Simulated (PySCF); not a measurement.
Compound: C₅H₈FNS (charge +1 and doublet state).
Geometry (GFN2-xTB, Å), atoms numbered from 1 in this order:
```
atom  x, y, z in Å
C1     3.1817    0.4907    0.4418
N2     1.9797    0.2649    0.6287
C3     0.8496    0.0613   -0.1645
C4    -0.3137   -0.5134    0.6875
C5    -1.6290   -0.7142   -0.0736
C6    -2.4385    0.3377    0.6871
F7    -2.7729    1.4094   -0.0543
S8    -1.0353    0.7128    1.8356
H9     3.6574    0.5793   -0.5399
H10    3.8295    0.6143    1.3025
H11    0.5318    1.0091   -0.6144
H12    1.0399   -0.6705   -0.9618
H13    0.0502   -1.3855    1.2301
H14   -2.0407   -1.7169    0.0282
H15   -1.5681   -0.4735   -1.1352
H16   -3.3292    0.0032    1.2257
```

The hyperfine couplings belong to this conformer and change with its torsions.

The species is `C=NC[C@@H]1C[C@H](F)[S+]1` [radical] (charge +1).

Level of theory: UKS B3LYP, pcH-1 on C F H N S, non-relativistic, mean-field spin-orbit, GIAO in PySCF 2.14.0. The structure is a single GFN2-xTB conformer in the gas phase; no vibrational or solvent corrections. Couplings are sensitive to structure, and on GFN2-xTB geometries they can be far from those on DFT ones, by a factor of two or more for some ions and for spin on atoms past the first row. Stability of the SCF solution: not tested.

Principal values of hyperfine tensors in MHz (contact, dipolar and spin–orbit terms together), for some of the nuclei:

```
atom  isotope      A1      A2      A3
  H9       1H  109.63  111.93  117.38
 H12       1H   93.90   95.22  104.43
 H10       1H   67.90   69.00   80.55
  C3      13C   48.58   50.99   72.39
  N2      14N   37.55   42.42   90.11
 H13       1H   29.34   33.71   36.27
  F7      19F    1.98    6.71   70.18
  S8      33S  -31.27  -26.67  101.56
```

(1) Give the isotropic coupling of each nucleus in MHz and in mT (g = 2.0140), and the anisotropic part.

(2) What spin density at the nucleus of C3 lies behind its contact coupling (g_N = 1.40482)?

(3) H16 (1H, g_N = 5.58569) isn't in the table. Its spin density at the nucleus is 0.005744 bohr⁻³. What is its contact coupling?

(4) Name the largest traceless tensor T of the table and describe it.

(5) In a single crystal, with the field along each principal axis of the tensor of H12 in turn, what first-order splitting does this nucleus give (isotropic g, quadrupole terms neglected)?

## Answers

(1) a_iso is a third of the trace, T = A − a_iso, and a(mT) = a(MHz)/(g × 13.996). The tensors hold a spin–orbit part: the run splits a_iso into a_FC + a_SO, and T includes its anisotropic share.

```json
{"atom": "H9", "a_iso (MHz)": "112.98", "a_FC": "112.98", "a_SO": "0.00", "a_iso (mT)": "4.008", "T1": "-3.35", "T2": "-1.05", "T3": "4.40"}
{"atom": "H12", "a_iso (MHz)": "97.85", "a_FC": "97.86", "a_SO": "-0.01", "a_iso (mT)": "3.471", "T1": "-3.95", "T2": "-2.63", "T3": "6.58"}
{"atom": "H10", "a_iso (MHz)": "72.48", "a_FC": "72.48", "a_SO": "0.00", "a_iso (mT)": "2.571", "T1": "-4.59", "T2": "-3.48", "T3": "8.07"}
{"atom": "C3", "a_iso (MHz)": "57.32", "a_FC": "57.23", "a_SO": "0.09", "a_iso (mT)": "2.033", "T1": "-8.74", "T2": "-6.33", "T3": "15.07"}
{"atom": "N2", "a_iso (MHz)": "56.69", "a_FC": "56.66", "a_SO": "0.03", "a_iso (mT)": "2.011", "T1": "-19.14", "T2": "-14.27", "T3": "33.42"}
{"atom": "H13", "a_iso (MHz)": "33.11", "a_FC": "33.05", "a_SO": "0.06", "a_iso (mT)": "1.174", "T1": "-3.76", "T2": "0.60", "T3": "3.16"}
{"atom": "F7", "a_iso (MHz)": "26.29", "a_FC": "24.49", "a_SO": "1.80", "a_iso (mT)": "0.933", "T1": "-24.30", "T2": "-19.58", "T3": "43.89"}
{"atom": "S8", "a_iso (MHz)": "14.54", "a_FC": "13.61", "a_SO": "0.93", "a_iso (mT)": "0.516", "T1": "-45.81", "T2": "-41.22", "T3": "87.02"}
```

(2) a_FC = 800.24 MHz bohr³ × g_N × ρ(0)/(2S). With a_FC = 57.23 MHz and 2S = 1, ρ(0) = 0.05091 bohr⁻³.

(3) By the same relation, a_FC = 25.7 MHz. Its full tensor has the principal values 22.91, 24.47, 29.61 MHz.

(4) S8: -45.8, -41.2, 87.0 MHz (the dipolar term alone has -45.2, -42.8, 88.0), nearly axial, close to the ratio −1:−1:+2, the form that spin in one p orbital centred on that nucleus gives.

(5) 2 lines (I = 1/2), spaced by |A_i|/(g × 13.996): 3.33, 3.38, 3.70 mT along the axes of A1, A2 and A3.
